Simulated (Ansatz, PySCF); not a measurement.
Species: sum formula SiOBr, net charge 0, doublet state. It need not be the lowest isomer of its formula. 
Structure (B3LYP-D3(BJ)/def2-TZVP (Ansatz, a first-principles code) minimum search):
SMILES: O=[Si]Br
```xyz
3

Si     1.2025    -0.3392    -0.2212
O      1.7514    -0.1053    -1.6256
Br    -0.8813     0.1597     0.4601
```
Charge 0, spin multiplicity 2.

Dipole moments at this geometry, in debye (magnitudes).

```
level               program  dipole (D)
------------------  -------  ----------
HF/def2-TZVPD         PySCF        3.58
PBE/def2-TZVPD        PySCF        2.63
TPSS/def2-TZVPD       PySCF        2.63
r2SCAN/def2-TZVPD    Ansatz        2.75
BHLYP/def2-TZVPD     Ansatz        3.12
r2SCANh/def2-TZVPD   Ansatz        2.84
r2SCAN0/def2-TZVPD   Ansatz        2.96
LC-wPBE/def2-TZVPD   Ansatz        3.06
wB97X-V/def2-TZVPD   Ansatz        2.96
CCSD(T)/def2-SVPD    Ansatz        2.81
```
